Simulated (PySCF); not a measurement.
PySCF 2.14 output of an unrestricted wB97X-V calculation on a single atom or ion in x2c-QZVPPall with one added diffuse shell each of s, p, d, f type (14s10p8d5f1g, 128 functions), with scalar relativity by spin-free X2C-1e:

```
SCF conv_tol = 1e-09
number electrons alpha = 27  beta = 23
    N. Mardirossian and M. Head-Gordon.,  Phys. Chem. Chem. Phys. 16, 9904-9924 (2014)
cycle= 1 E= -6175.83837329967  delta_E= -0.0204  |g|= 0.0246  |ddm|= 0.263
cycle= 2 E= -6175.83931279011  delta_E= -0.000939  |g|= 0.0106  |ddm|= 0.128
cycle= 3 E= -6175.84092186779  delta_E= -0.00161  |g|= 0.0124  |ddm|= 0.183
cycle= 4 E= -6175.84205076453  delta_E= -0.00113  |g|= 0.0135  |ddm|= 0.103
cycle= 5 E= -6175.83851488314  delta_E= 0.00354  |g|= 0.00418  |ddm|= 0.438
cycle= 6 E= -6175.83821291836  delta_E= 0.000302  |g|= 0.000502  |ddm|= 0.164
cycle= 7 E= -6175.83821276474  delta_E= 1.54e-07  |g|= 0.000289  |ddm|= 0.00773
cycle= 8 E= -6175.83821278627  delta_E= -2.15e-08  |g|= 0.000179  |ddm|= 0.00178
cycle= 9 E= -6175.83821280154  delta_E= -1.53e-08  |g|= 2.23e-05  |ddm|= 0.00157
cycle= 10 E= -6175.83821280312  delta_E= -1.58e-09  |g|= 2.46e-05  |ddm|= 0.000647
cycle= 11 E= -6175.83821280342  delta_E= -2.96e-10  |g|= 2.7e-05  |ddm|= 0.000211
converged SCF energy = -6175.83821280342  <S^2> = 6.0014674  2S+1 = 5.0005869
```

The run itself started from symmetry-adapted Hartree-Fock orbitals and held the occupation by maximum overlap, on a logarithmic radial grid, so the iterations belong to that start.

Task: Which element, charge and spin multiplicity is this?

Result: Sn (tin, neutral), multiplicity 5; the state was [Kr] 4d10 5s1 5p2 5d1, one real determinant (an excited configuration).

⟨L²⟩ = 7.99 against 12 for a pure F term, so this real determinant mixes terms. The outer electron is Rydberg-like, and this basis confines it to a smaller radius and binds it less than a complete one would.
